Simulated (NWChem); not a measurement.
Species: CH5AlClN; SMILES C[NH][AlH][Cl]

```xyz
9

Al     0.5801    -0.1200     0.0000
Cl    -0.3769    -2.0130     0.0000
H      2.1589     0.0179     0.0000
N     -0.4706     1.3187     0.0000
C     -0.0732     2.7172     0.0000
H     -1.4884     1.1995     0.0000
H     -0.4379     3.2692     0.8967
H     -0.4379     3.2692    -0.8967
H      1.0335     2.8017     0.0000
```
Atoms are numbered in this order, from 1.

Computed with NWChem. Pople sets run with spherical d functions. Coordinates come from a PBE-D3(BJ)/def2-SVP optimisation. Static field.

```csv
level,isotropic polarisability (bohr³),anisotropy (bohr³)
PBE/6-31+G*,59.6,28.8
B3LYP/6-31+G*,56.6,26.2
CAM-B3LYP/6-31+G*,54.9,24.5
LC-BLYP (range parameter 0.33 per bohr)/6-31+G*,(withheld),24.7
```

**Question.** What belongs in the gaps?

**Answer.** 
- LC-BLYP (range parameter 0.33 per bohr)/6-31+G*, isotropic polarisability (bohr³): 55.5
